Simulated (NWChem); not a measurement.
The numbers come from NWChem runs, not from measurements. System: heptafluoropropane (C3HF7), charge 0, spin multiplicity 1, at a geometry optimised with PBE0/def2-SVP. Level: BHandHLYP/def2-SVP.

The NWChem input:

```
start mol
memory heap 200 mb stack 900 mb global 1100 mb
geometry units angstroms nocenter noautoz
  F      1.811313     0.076960     0.000000
  C      0.527219     0.509638     0.000000
  C     -0.140657     0.027566    -1.288668
  F      0.536346     0.498041    -2.330542
  F     -1.388654     0.480692    -1.358197
  F     -0.162882    -1.295017    -1.369319
  C     -0.140657     0.027566     1.288668
  F     -0.162882    -1.295017     1.369319
  F      0.536346     0.498041     2.330542
  F     -1.388654     0.480692     1.358197
  H      0.496182     1.611857     0.000000
  symmetry group Cs
end
basis spherical
  * library def2-svp
end
dft
  xc bhlyp
  semidirect memsize 60000000 filesize 0
  iterations 100
end
task dft energy
```

Part of the output:

```
             Northwest Computational Chemistry Package (NWChem) 7.3.0
             --------------------------------------------------------

                                NWChem Input Module
                                -------------------

 Scaling coordinates for geometry "geometry" by  1.889725989
 (inverse scale =  0.529177249)

 Turning off AUTOSYM since
 SYMMETRY directive was detected!

                             Geometry "geometry" -> ""
                             -------------------------

 Output coordinates in angstroms (scale by  1.889725989 to convert to a.u.)

  No.       Tag          Charge          X              Y              Z
 ---- ---------------- ---------- -------------- -------------- --------------
    1 F                    9.0000     1.81131300     0.07696000     0.00000000
    2 C                    6.0000     0.52721900     0.50963800     0.00000000
    3 C                    6.0000    -0.14065700     0.02756600    -1.28866800
    4 F                    9.0000     0.53634600     0.49804100    -2.33054200
    5 F                    9.0000    -1.38865400     0.48069200    -1.35819700
    6 F                    9.0000    -0.16288200    -1.29501700    -1.36931900
    7 C                    6.0000    -0.14065700     0.02756600     1.28866800
    8 F                    9.0000    -0.16288200    -1.29501700     1.36931900
    9 F                    9.0000     0.53634600     0.49804100     2.33054200
   10 F                    9.0000    -1.38865400     0.48069200     1.35819700
   11 H                    1.0000     0.49618200     1.61185700     0.00000000

 Effective nuclear repulsion energy (a.u.)     665.4826222045

            Nuclear Dipole moment (a.u.)
            ----------------------------
        X                 Y               Z
 ---------------- ---------------- ----------------
     0.0000170075     0.0000094486     0.0000000000

      Symmetry information
      --------------------

 Group name             Cs
 Group number              2
 Group order               2
 No. of unique centers     7

      Symmetry unique atoms

     1    2    3    4    5    6   11


 Summary of "ao basis" -> "" (spherical)
 ------------------------------------------------------------------------------
       Tag                 Description            Shells   Functions and Types
 ---------------- ------------------------------  ------  ---------------------
 *                          def2-svp                  on all atoms

                                 NWChem DFT Module
                                 -----------------

 Summary of "ao basis" -> "ao basis" (spherical)
 ------------------------------------------------------------------------------
       Tag                 Description            Shells   Functions and Types
 ---------------- ------------------------------  ------  ---------------------
 F                          def2-svp                 6       14   3s2p1d
 C                          def2-svp                 6       14   3s2p1d
 H                          def2-svp                 3        5   2s1p

 Summary of "ao basis" -> "ao basis" (spherical)
 ------------------------------------------------------------------------------
       Tag                 Description            Shells   Functions and Types
 ---------------- ------------------------------  ------  ---------------------
 F                          def2-svp                 6       14   3s2p1d
 C                          def2-svp                 6       14   3s2p1d
[...]
 d= 0,ls=0.0,diis     4   -812.8800046506 -2.67D-03  2.36D-04  2.70D-03     4.0
 d= 0,ls=0.0,diis     5   -812.8802348025 -2.30D-04  6.03D-05  2.22D-04     4.6
  Resetting Diis
 d= 0,ls=0.0,diis     6   -812.8802528968 -1.81D-05  1.84D-05  1.28D-05     5.0
 d= 0,ls=0.0,diis     7   -812.8802541234 -1.23D-06  5.49D-06  4.53D-07     5.5
 d= 0,ls=0.0,diis     8   -812.8802541512 -2.78D-08  2.26D-06  2.72D-07     6.0

         Total DFT energy =     -812.880254151150
      One electron energy =    -2452.379354149914
           Coulomb energy =     1063.715036511013
    Exchange-Corr. energy =      -89.698558716735
 Nuclear repulsion energy =      665.482622204486

 Numeric. integr. density =       81.999997717945

     Total iterative time =      5.6s

                  Occupations of the irreducible representations
                  ----------------------------------------------

                     irrep           alpha         beta
                     --------     --------     --------
                     a'               23.0         23.0
                     a"               18.0         18.0

                       DFT Final Molecular Orbital Analysis
                       ------------------------------------

 Vector   39  Occ=2.000000D+00  E=-5.331156D-01  Symmetry=a"
              MO Center= -2.7D-01, -1.2D-01, -1.3D-14, r^2= 4.9D+00
   Bfn.  Coefficient  Atom+Function         Bfn.  Coefficient  Atom+Function
  ----- ------------  ---------------      ----- ------------  ---------------
    47      0.244470   4 F  py              117     -0.244470   9 F  py
    74      0.221197   6 F  px              102     -0.221197   8 F  px
    61     -0.194727   5 F  py              131      0.194727  10 F  py
    76     -0.192091   6 F  pz              104     -0.192091   8 F  pz
    46     -0.176284   4 F  px              116      0.176284   9 F  px

 Vector   40  Occ=2.000000D+00  E=-4.777909D-01  Symmetry=a'
              MO Center=  7.1D-01,  3.0D-01,  5.4D-14, r^2= 2.5D+00
   Bfn.  Coefficient  Atom+Function         Bfn.  Coefficient  Atom+Function
  ----- ------------  ---------------      ----- ------------  ---------------
     5      0.388324   1 F  py               19      0.306128   2 C  py
   141      0.289160  11 H  s                 8     -0.282824   1 F  py
     4      0.164098   1 F  px               76     -0.152383   6 F  pz
   104      0.152383   8 F  pz              142      0.141809  11 H  s
    34     -0.140868   3 C  pz               90      0.140868   7 C  pz

 Vector   41  Occ=2.000000D+00  E=-4.668214D-01  Symmetry=a"
              MO Center=  3.7D-01,  1.6D-01, -8.1D-14, r^2= 3.2D+00
   Bfn.  Coefficient  Atom+Function         Bfn.  Coefficient  Atom+Function
  ----- ------------  ---------------      ----- ------------  ---------------
    20      0.342664   2 C  pz                6      0.337869   1 F  pz
     9     -0.252678   1 F  pz               34     -0.203649   3 C  pz
    90     -0.203649   7 C  pz               48     -0.192247   4 F  pz
   118     -0.192247   9 F  pz               62     -0.153695   5 F  pz
   132     -0.153695  10 F  pz               51      0.139802   4 F  pz

 Vector   42  Occ=0.000000D+00  E= 8.730737D-02  Symmetry=a'
              MO Center=  5.3D-01,  1.4D+00,  8.0D-15, r^2= 3.1D+00
   Bfn.  Coefficient  Atom+Function         Bfn.  Coefficient  Atom+Function
  ----- ------------  ---------------      ----- ------------  ---------------
   142      1.882304  11 H  s                17     -1.448697   2 C  s
    22     -0.878399   2 C  py               21      0.539956   2 C  px
    31      0.357626   3 C  s                87      0.357626   7 C  s
     3     -0.311065   1 F  s                19     -0.309341   2 C  py
     7      0.183760   1 F  px               18      0.147528   2 C  px

 Vector   43  Occ=0.000000D+00  E= 1.016858D-01  Symmetry=a'
              MO Center=  3.0D-01,  6.3D-01,  1.7D-14, r^2= 3.0D+00
   Bfn.  Coefficient  Atom+Function         Bfn.  Coefficient  Atom+Function
  ----- ------------  ---------------      ----- ------------  ---------------
   142      0.959429  11 H  s                17     -0.747029   2 C  s
    21     -0.569815   2 C  px                3      0.464259   1 F  s
    22     -0.351149   2 C  py               35     -0.321046   3 C  px
    91     -0.321046   7 C  px               18     -0.303476   2 C  px
     7     -0.266980   1 F  px               32     -0.246937   3 C  px

 Vector   44  Occ=0.000000D+00  E= 1.830205D-01  Symmetry=a"
              MO Center=  1.2D-01,  2.8D-01, -9.8D-16, r^2= 3.1D+00
   Bfn.  Coefficient  Atom+Function         Bfn.  Coefficient  Atom+Function
  ----- ------------  ---------------      ----- ------------  ---------------
    23      1.208025   2 C  pz               31      0.799653   3 C  s
    87     -0.799653   7 C  s                37      0.719844   3 C  pz
    93      0.719844   7 C  pz               36     -0.417484   3 C  py
    92      0.417484   7 C  py               35      0.395885   3 C  px
    91     -0.395885   7 C  px               73     -0.382860   6 F  s

 center of mass
 --------------
 x =  -0.00790363 y =  -0.02394390 z =  -0.00000000

 moments of inertia (a.u.)
 ------------------
        1697.460034190613           2.221823884220          -0.000000000000
           2.221823884220        1925.400893434246          -0.000000000000
          -0.000000000000          -0.000000000000         854.780799522775

     Multipole analysis of the density
     ---------------------------------

     L   x y z        total         alpha         beta         nuclear
     -   - - -        -----         -----         ----         -------
     0   0 0 0     -0.000000    -41.000000    -41.000000     82.000000

     1   1 0 0     -0.011832     -0.005925     -0.005925      0.000017
     1   0 1 0      0.594294      0.297143      0.297143      0.000009
     1   0 0 1     -0.000000     -0.000000     -0.000000      0.000000

     2   2 0 0    -40.828381   -149.053027   -149.053027    257.277674
     2   1 1 0      0.644860     -0.052071     -0.052071      0.749002
     2   1 0 1     -0.000000     -0.000000     -0.000000      0.000000
     2   0 2 0    -37.381007    -95.522146    -95.522146    153.663285
     2   0 1 1      0.000000      0.000000      0.000000      0.000000
     2   0 0 2    -40.836490   -350.114715   -350.114715    659.392939

 Task  times  cpu:        6.0s     wall:        6.0s

 Total times  cpu:        6.0s     wall:        6.0s
```
